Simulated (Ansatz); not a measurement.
Gas-phase electronic energies from Ansatz, PBE0-D4/def2-TZVP geometries. CBS: MP2 limit from def2 TZ/QZ plus the TZ coupled-cluster correction, frozen cores. This one scheme is used for every species. DFT in def2-TZVPP. HSE06 is defined as in plane-wave codes. def2 core potentials past Kr. For Sb outer-core shells are correlated without core-valence functions, which leaves a few kJ/mol of doubt a bond.

Consider the ligand exchange at the Sb–C bond: `[CH3][SbH2]` + silanol → `[SiH3][O][SbH2]` + CH₄.

CCSD(T)/CBS gives -36.9 kJ/mol.

Q: Another level gave -46.2 kJ/mol. Which?
A. RPA@PBE/def2-TZVPP
B. BHLYP-D4/def2-TZVPP
C. B97M-V/def2-TZVPP
D. HSE06-D4/def2-TZVPP

A: B. BHLYP-D4 -46.2, HSE06-D4 -32.7, B97M-V -52.0, RPA@PBE/def2-TZVPP -36.9 kJ/mol.

Largest T1 diagnostic among the species: 0.014.

In def2-TZVPP, CCSD(T) changes the Hartree–Fock value by +11.4 kJ/mol (the triples alone add +0.2 kJ/mol) and MP2 by +12.6 kJ/mol. Leaving LDA and LC-ωPBE aside and taking each functional with its dispersion term where it has one, the values, not all of them listed here, spread over 20.3 kJ/mol, from B97M-V to PBE-QIDH. LDA lies +6.0 kJ/mol from PBE without D4.
